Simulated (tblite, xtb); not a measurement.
C6H18Si2, charge -1, doublet, at a GFN2-xTB geometry (a state made from the parent by changing its charge; the spin is typed, not shown lowest). Base run: GFN1-xTB (xtb).

xtb was given this input:
```
$ xtb mol.xyz --gfn 1 --chrg -1 --uhf 1 --json

# file mol.xyz
26

C     -1.79159512    -0.93833522    -1.43386400
Si    -1.06917934    -0.43040656     0.29206537
C     -2.05352088     1.17845297     0.74075825
C     -2.19415968    -1.69311633     1.38783223
Si     1.06917934     0.43040656    -0.29206537
C      1.79159512     0.93833522     1.43386400
C      2.19415968     1.69311633    -1.38783223
C      2.05352088    -1.17845297    -0.74075825
H     -1.34065649    -1.86662374    -1.77694072
H     -1.58347434    -0.18401365    -2.18775524
H     -2.86840908    -1.09220699    -1.40919480
H     -3.13103171     1.02806535     0.72642940
H     -1.78877979     1.52137041     1.73833907
H     -1.82434390     1.98784441     0.05298029
H     -3.26341194    -1.60467754     1.18361219
H     -1.91785052    -2.73175231     1.20052682
H     -2.05747268    -1.51800319     2.45594903
H      2.86840908     1.09220699     1.40919480
H      1.34065649     1.86662374     1.77694072
H      1.58347434     0.18401365     2.18775524
H      2.05747268     1.51800319    -2.45594903
H      1.91785052     2.73175231    -1.20052682
H      3.26341194     1.60467754    -1.18361219
H      1.78877979    -1.52137041    -1.73833907
H      1.82434390    -1.98784441    -0.05298029
H      3.13103171    -1.02806535    -0.72642940
```

Programs used: tblite, xtb; a row that names a program was run with it.

The base run was repeated with changes; each row names its change, and settings that it needs were set with it.

```json
[
 {"change": "base", "ΔE vs base (kcal/mol)": "0.000", "SCF cycles": "9"},
 {"change": "acc = 0.1", "ΔE vs base (kcal/mol)": "0.000", "SCF cycles": "10"},
 {"change": "acc = 0.0001", "ΔE vs base (kcal/mol)": "0.000", "SCF cycles": "14"},
 {"change": "program = tblite; method = gfn1", "ΔE vs base (kcal/mol)": "0.000", "SCF cycles": "-"},
 {"change": "program = tblite; method = gfn1; option = (--etemp, 2000)", "ΔE vs base (kcal/mol)": "-0.022", "SCF cycles": "-"},
 {"change": "etemp = 3000", "ΔE vs base (kcal/mol)": "-0.270", "SCF cycles": "9"},
 {"change": "alpb = ether", "ΔE vs base (kcal/mol)": "-33.72", "SCF cycles": "9"},
 {"change": "program = tblite; method = gfn1; option = (--efield, 0,0,0.1)", "ΔE vs base (kcal/mol)": "-0.127", "SCF cycles": "-"}
]
```

ALPB and GBSA are two models with their own fitted parameters for each solvent, which aren't always the measured dielectric constant.
